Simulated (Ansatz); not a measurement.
(1) Predict a relaxed structure of Rb3Cl4 (the lowest doublet isomer of a short search), charge 0, doublet, at PBE0-D4/def2-SVP (Ansatz).

## Answers

(1) 
```xyz
7

Rb    2.0311   -0.0745   -0.1891
Rb   -1.7537   -2.3677    0.7977
Rb   -0.9432    2.3765    0.6594
Cl    0.2638   -2.4024   -1.6103
Cl   -1.2721   -0.2424   -1.5314
Cl   -0.1366   -0.2350    2.2199
Cl    1.8106    2.9454   -0.3461
```
 This is one stationary point.

In the def2 sets Rb takes a core potential; there is no spin–orbit coupling. In the doublet, Cl4 and Cl5 lie 2.65 Å apart (atoms count from 1), so these atoms are partly bonded to each other. The structure comes from a short search, and lower isomers may exist.
